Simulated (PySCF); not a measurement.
## How methods differ on the ionisation energy of As⁺

As⁺ [Ar] 3d10 4s2 4p2 (3P) → As²⁺ [Ar] 3d10 4s2 4p1 (2P), as a difference of total energies. Calculation: PySCF 2.14, in def2-SVP; the non-relativistic Hamiltonian (point nucleus). Correlated levels: valence: [Ar] 3d10 frozen. The calculations carry no spin-orbit coupling.

```tsv
method	ionisation energy (eV)	difference from reference (eV)
UHF	18.007	-0.582
TPSS	18.593	+0.004
MN15	18.672	+0.083
MP2 (valence)	18.267	-0.322
SCS-MP2 (valence)	18.200	-0.389
CCSD (valence)	18.290	-0.299
CCSD(T) (valence)	18.298	-0.291
```

Reference: 18.589 eV (measured; NIST Atomic Spectra Database, ionization energies).

These non-relativistic numbers lack the scalar-relativistic shift.

The reference lies between the lowest fine-structure levels, while these numbers refer to the centres of the terms.

Errors of the correlated levels include the incompleteness of this basis and the frozen core.
